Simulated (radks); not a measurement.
Values are calculated unless marked as measured or tabulated.
Spherical quantum dot in the effective-mass picture: electrons in a hard-walled sphere of radius 5.46, all in effective atomic units (hartree* = m*/eps^2 hartree, bohr* = eps/m* bohr), one dielectric constant everywhere. Level of theory: non-relativistic Kohn-Sham, PBE, spin-polarised, spherical densities (a radial shooting solver with Libxc functionals). Levels are named by radial order and angular momentum (1s, 1p, 1d, 2s, ...), and open shells are averaged over m.

N = 16, configuration 1s2 1p6 1d(up 5, down 3). This is the lowest configuration that the search found. Occupied and some empty levels:

level    occupation  eigenvalue (hartree*)  <r> (bohr*)
1s up             1                 3.7853        3.748
1s down           1                 3.8037        3.737
1p up             3                 3.8683        3.860
1p down           3                 3.8874        3.853
1d up             5                 4.0160        3.967
1d down           3                 4.0358        3.962
1f up             0                 4.2203        4.061
1f down           0                 4.2406        4.058
2s up             0                 4.4432        2.492
2s down           0                 4.4528        2.491
2p up             0                 4.7119        2.888
2p down           0                 4.7234        2.884

Energy (hartree*): total 34.1151, kinetic 8.4243, external 0, Hartree 30.294, exchange-correlation -4.6036.

Electron density:

r (bohr*)  n(r) (e/bohr*^3)
0.158             0.0009958
0.430              0.001161
0.702              0.001527
0.973              0.002167
1.25               0.003200
1.52               0.004784
1.79               0.007127
2.06                0.01043
2.33                0.01484
2.60                0.02043
2.87                0.02698
3.15                0.03401
3.42                0.04046
3.69                0.04487
3.96                0.04556
4.23                0.04120
4.50                0.03163
4.78                0.01891
5.05               0.007449
5.32              0.0008773
